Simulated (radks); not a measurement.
Initial-state core-level shifts of the vanadium ion V3+ when its valence configuration changes from [Ar] 3d2. All-electron calculation, non-relativistic Kohn-Sham, r2SCAN, spin-polarised, spherical densities, point nucleus; open shells are filled with parallel spins first; meta-GGA in the generalised Kohn-Sham scheme. Program: a radial shooting solver on a logarithmic mesh with Libxc functionals. Shifts are changes of the shell-averaged eigenvalues in eV (positive: less bound); the change of the density at the nucleus, which sets a Mossbauer isomer shift, is in e/bohr^3, on a base of 8177.

| valence | 1s | 2p | 3s | 3p | density at nucleus |
|---|---|---|---|---|---|
| 3d1.5 4p0.5 | -4.896 | -5.450 | -4.418 | -4.257 | +1.1871 |
| 3d1 4p1 | -9.920 | -11.064 | -8.841 | -8.519 | +2.4810 |
| 3d1 4s1 | -8.872 | -10.026 | -7.819 | -7.513 | +9.7405 |
| 4p2 | -20.447 | -22.893 | -17.744 | -17.110 | +5.4107 |
| 3d1.5 4s0.5 | -4.368 | -4.930 | -3.898 | -3.745 | +4.6569 |
| 4s2 | -18.736 | -21.158 | -16.055 | -15.453 | +21.0422 |
